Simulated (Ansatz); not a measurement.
C3H11OSi (SMILES C[Si](C)(C)[OH2+]), charge +1, singlet, geometry from GFN2-xTB, atoms displaced at random by about 0.03 Å a coordinate; HF/STO-3G, gradient in Ansatz (a quantum-chemistry and plane-wave program).

The Ansatz input:
Ansatz 0.2 input:
```yaml
crystal:
  periodic: [false, false, false]
  atoms:
    - {symbol: C, position_ang: [-0.00649806, 1.57394161, -1.05405345]}
    - {symbol: Si, position_ang: [0.20484026, -0.02259022, -0.16716671]}
    - {symbol: C, position_ang: [-0.61276028, -1.52500661, -1.00880814]}
    - {symbol: C, position_ang: [1.65281552, -0.23064019, 0.99507491]}
    - {symbol: O, position_ang: [-1.21611028, 0.21300725, 1.27983040]}
    - {symbol: H, position_ang: [0.67620518, 1.68922341, -1.92898843]}
    - {symbol: H, position_ang: [0.17656796, 2.43753866, -0.43196261]}
    - {symbol: H, position_ang: [-1.00103972, 1.73148380, -1.49565428]}
    - {symbol: H, position_ang: [-0.64954250, -2.36978990, -0.24791856]}
    - {symbol: H, position_ang: [0.15240036, -2.05424198, -1.71145656]}
    - {symbol: H, position_ang: [-1.50418677, -1.34773794, -1.42627556]}
    - {symbol: H, position_ang: [1.52481827, -1.03188483, 1.74071688]}
    - {symbol: H, position_ang: [2.57016846, -0.52467373, 0.40059424]}
    - {symbol: H, position_ang: [1.90058135, 0.65677350, 1.50264251]}
    - {symbol: H, position_ang: [-1.11547462, 0.80171080, 1.97381600]}
    - {symbol: H, position_ang: [-2.12611680, 0.08602142, 1.07078772]}
basis:
  gaussian:
    orbitals: STO-3G
hamiltonian:
  xc: hf
total_charge: 1
output: {forces: true}
```

Output, abridged:

```
Functional definition: HF
536 factors; integrals over basis functions are off by at most 3.2e-5 eV
mean field evaluation 1: about -13004.1344 eV, gradient 2.0e1 eV
mean field evaluation 2: about -13004.2913 eV, gradient 2.0e1 eV
mean field evaluation 4: about -13005.6300 eV, gradient 1.1e0 eV
mean field evaluation 8: about -13005.6352 eV, gradient 2.7e-5 eV
mean field -13005.63524361 eV, -477.9482796666 hartree, gradient 3.4e-5 eV, S^2 0.000000; 0 other end points of the search recorded, 0 dependent functions left out
the calculation of the forces begins
reference -13005.63524361 eV, -477.9482796666 hartree; 25, 25 occupied and 15, 15 virtual orbitals, 536 factors
Total energy: -13005.63524361 eV, -477.9482796666 hartree
Atom 0 at    -0.006498     1.573942    -1.054053 Å, force     0.109909     1.359001    -1.986984 eV/Å
Atom 1 at     0.204840    -0.022590    -0.167167 Å, force    -2.641810    -0.932713     1.572824 eV/Å
Atom 2 at    -0.612760    -1.525007    -1.008808 Å, force     8.244381    -4.053208     3.172514 eV/Å
Atom 3 at     1.652816    -0.230640     0.995075 Å, force     1.415968    -2.590975    -1.657636 eV/Å
Atom 4 at    -1.216110     0.213007     1.279830 Å, force     4.177493    -3.325732    -5.544801 eV/Å
Atom 5 at     0.676205     1.689223    -1.928988 Å, force    -0.489216    -0.550092     1.233485 eV/Å
Atom 6 at     0.176568     2.437539    -0.431963 Å, force     0.160485    -0.020420     0.325468 eV/Å
Atom 7 at    -1.001040     1.731484    -1.495654 Å, force     0.418557    -0.593084     0.576247 eV/Å
Atom 8 at    -0.649543    -2.369790    -0.247919 Å, force    -0.886498     1.942241    -0.971552 eV/Å
Atom 9 at     0.152400    -2.054242    -1.711457 Å, force    -2.260982     2.251565     0.933302 eV/Å
Atom 10 at    -1.504187    -1.347738    -1.426276 Å, force    -4.106228     0.799671    -2.203023 eV/Å
Atom 11 at     1.524818    -1.031885     1.740717 Å, force    -0.300360     0.606510    -0.641883 eV/Å
Atom 12 at     2.570168    -0.524674     0.400594 Å, force    -1.620000     0.568281     0.886805 eV/Å
Atom 13 at     1.900581     0.656774     1.502643 Å, force     0.162225     1.456658     0.707167 eV/Å
Atom 14 at    -1.115475     0.801711     1.973816 Å, force     0.197856     3.217777     3.825021 eV/Å
Atom 15 at    -2.126117     0.086021     1.070788 Å, force    -2.581779    -0.135480    -0.226954 eV/Å
Dipole moment:    -0.445641     0.192022     0.408110 e Å
```
